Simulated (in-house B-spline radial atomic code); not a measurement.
A radial electron density 4πr²n(r) was computed for an atom or ion in its tabulated ground configuration with a B-spline radial code for spherical atoms; method: non-relativistic M06-2X, spin-polarised, spherical fractional occupations. Columns: r (bohr), 4πr²n(r) (electrons per bohr), bar.

```
 0.00748   0.1967 #
 0.00875   0.2638 #
  0.0102   0.3502 ##
   0.012    0.471 ##
   0.014    0.621 ###
  0.0164   0.8201 ####
  0.0191    1.065 #####
  0.0224     1.39 #######
  0.0262    1.789 #########
  0.0306    2.274 ############
  0.0358    2.864 ###############
  0.0419    3.557 ##################
   0.049    4.341 ######################
  0.0573    5.199 ###########################
   0.067    6.091 ###############################
  0.0784    6.962 ####################################
  0.0917    7.725 ########################################
   0.107     8.28 ###########################################
   0.125    8.537 ############################################
   0.147    8.404 ###########################################
   0.172    7.873 #########################################
   0.201        7 ####################################
   0.235     5.88 ##############################
   0.274    4.732 ########################
   0.321    3.753 ###################
   0.375    3.191 ################
   0.439    3.097 ################
   0.513    3.395 #################
     0.6    3.886 ####################
   0.702    4.324 ######################
   0.821    4.482 #######################
    0.96    4.223 ######################
    1.12    3.616 ###################
    1.31    2.798 ##############
    1.54    1.884 ##########
     1.8    1.116 ######
     2.1    0.579 ###
    2.46   0.2482 #
    2.87  0.08906 
    3.36  0.02559 
    3.93 0.005977
```

(1) Which atom or ion is it?
A. N+
B. O+
C. Ne3+
D. O2+

Results:

(1) B. The area under the curve, ∫4πr²n dr = ∫r·4πr²n d(ln r) on this logarithmic grid, is 7 electrons; among the options with that count, the innermost peak, which lies near 1/Z bohr, picks Z = 8. The configuration is [He] 2s2 2p3.
